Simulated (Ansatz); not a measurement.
CH2GeN2, SMILES `N#[C][Ge][NH2]` (lower singlet) (charge 0, multiplicity 1). This singlet lies 2.24 eV below the relaxed triplet at the level frozen-core CCSD(T)/cc-pVTZ // PBE0-D3(BJ)/def2-TZVP (Ansatz, an electronic-structure program).

Computed with frozen-core fic-MRCISD+Q@CASSCF(2e,2o)/cc-pVTZ // PBE0-D3(BJ)/def2-TZVP in Ansatz.

Ansatz 0.2 input:
```yaml
crystal:
  periodic: [false, false, false]
  atoms:
    - { symbol: N, position_ang: [2.496045, -0.612092, 0.475641] }
    - { symbol: C, position_ang: [1.56862, 0.041716, 0.259879] }
    - { symbol: Ge, position_ang: [0.086229, 1.332514, -0.094474] }
    - { symbol: N, position_ang: [-1.125405, 0.008315, -0.300652] }
    - { symbol: H, position_ang: [-0.9347, -0.978861, -0.226011] }
    - { symbol: H, position_ang: [-2.090789, 0.208406, -0.508944] }
basis:
  gaussian: { orbitals: cc-pVTZ }
correlation:
  method: fic_mrcisd_q
  active_space: { window: { electrons: 2, orbitals: 2 } }
```

Output:

```
Functional definition: HF
983 factors; integrals over basis functions are off by at most 1.0e-3 eV
mean field evaluation 1: about -60497.4349 eV, gradient 4.3e1 eV
mean field evaluation 2: about -60497.5561 eV, gradient 4.3e1 eV
mean field evaluation 4: about -60501.6791 eV, gradient 4.7e0 eV
mean field evaluation 8: about -60501.7620 eV, gradient 5.1e-1 eV
mean field -60501.76295323 eV, -2223.3987789633 hartree, gradient 1.8e-6 eV, S^2 0.000000; 0 other end points of the search recorded, 0 dependent functions left out
reference -60501.76295323 eV, -2223.3987789633 hartree; 27, 27 occupied and 134, 134 virtual orbitals, 983 factors
state -60502.51486542 eV, -2223.4264112265 hartree
contracted CI cycle   1: correlation 0.00000000 eV, 0.0000000000 hartree, residual 4.68e1 eV
contracted CI cycle   2: correlation -15.81184280 eV, -0.5810745054 hartree, residual 7.57e0 eV
contracted CI cycle   3: correlation -16.33511550 eV, -0.6003044222 hartree, residual 1.40e0 eV
contracted CI cycle   4: correlation -16.35426690 eV, -0.6010082232 hartree, residual 3.47e-1 eV
contracted CI cycle   5: correlation -16.35551261 eV, -0.6010540024 hartree, residual 8.78e-2 eV
contracted CI cycle   6: correlation -16.35559335 eV, -0.6010569693 hartree, residual 2.22e-2 eV
contracted CI cycle   7: correlation -16.35559878 eV, -0.6010571689 hartree, residual 6.30e-3 eV
contracted CI cycle   8: correlation -16.35559923 eV, -0.6010571854 hartree, residual 2.07e-3 eV
state -60502.51486542 eV, -2223.4264112265 hartree; corrected -60521.56141736 eV, -2224.1263591004 hartree
state -60502.19986279 eV, -2223.4148350936 hartree
contracted CI cycle   1: correlation 0.00000000 eV, 0.0000000000 hartree, residual 4.72e1 eV
contracted CI cycle   2: correlation -16.03763464 eV, -0.5893722024 hartree, residual 7.50e0 eV
contracted CI cycle   3: correlation -16.56106795 eV, -0.6086080215 hartree, residual 1.31e0 eV
contracted CI cycle   4: correlation -16.57933592 eV, -0.6092793572 hartree, residual 3.27e-1 eV
contracted CI cycle   5: correlation -16.58064723 eV, -0.6093275469 hartree, residual 9.30e-2 eV
contracted CI cycle   6: correlation -16.58074607 eV, -0.6093311792 hartree, residual 2.58e-2 eV
contracted CI cycle   7: correlation -16.58075384 eV, -0.6093314647 hartree, residual 7.07e-3 eV
contracted CI cycle   8: correlation -16.58075440 eV, -0.6093314854 hartree, residual 1.92e-3 eV
contracted CI cycle   9: correlation -16.58075444 eV, -0.6093314870 hartree, residual 5.35e-4 eV
state -60502.19986279 eV, -2223.4148350936 hartree; corrected -60521.51911910 eV, -2224.1248046678 hartree
state -60502.51486542 eV, -2223.4264112265 hartree; corrected -60521.56141736 eV, -2224.1263591004 hartree
Total energy: -60521.56141736 eV, -2224.1263591004 hartree
```
